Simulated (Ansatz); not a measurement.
The same path of BFH5NO (9 atoms, charge 0, multiplicity 1) was run 3 times with different band settings. Lost on the way: B1–O2, N6–H9. Made: O2–H9.

Level of theory: RKS PBE-D4/6-31G* in Ansatz 0.2.0.

Relaxed end points:

```xyz
9
Properties=species:S:1:pos:R:3
B 0.075 0.108 0.357
O -0.447 -0.569 1.494
H -1.403 -0.704 1.349
H 1.253 -0.126 0.125
F -0.773 0.170 -0.753
N 0.146 1.796 0.834
H 0.618 2.381 0.131
H -0.800 2.173 0.979
H 0.657 1.875 1.721
```

```xyz
9
Properties=species:S:1:pos:R:3
B 0.238 0.633 -0.215
O -0.374 -0.419 2.328
H -1.121 -0.645 1.739
H 1.289 0.072 -0.374
F -0.915 0.029 -0.594
N 0.165 1.938 0.322
H 0.999 2.478 0.541
H -0.699 2.480 0.343
H -0.254 0.537 2.148
```

Common settings: movable images 5; climbing image yes; spring 5.0 eV/Å²; optimiser quadratic models (default); start path through a guess of the saddle point; iteration limit 60; end points relaxed.

| run | force threshold |
| --- | --- |
| 1 | 0.03 eV/Å |
| 2 | 0.5 eV/Å |
| 3 | 0.2 eV/Å |

(1) What does each run give, and how far can it be trusted?

Answers

(1) Run 1: converged after 15 iterations, highest image 0.936 eV above the first end. A vibrational analysis at the climbing image gives one clearly imaginary mode, 953i cm⁻¹: a first-order saddle point.
Run 2: converged after 10 iterations, highest image 0.963 eV above the first end. The threshold of 0.5 eV/Å is loose, so the images may lie well off the minimum-energy path. The order of the stationary point at the top wasn't checked.
Run 3: converged after 12 iterations, highest image 0.947 eV above the first end. The threshold of 0.2 eV/Å is loose, so the images may lie well off the minimum-energy path. The order of the stationary point at the top wasn't checked.
The orbitals stay closed-shell, which can raise the energy where a bond breaks towards radicals; this wasn't checked here.
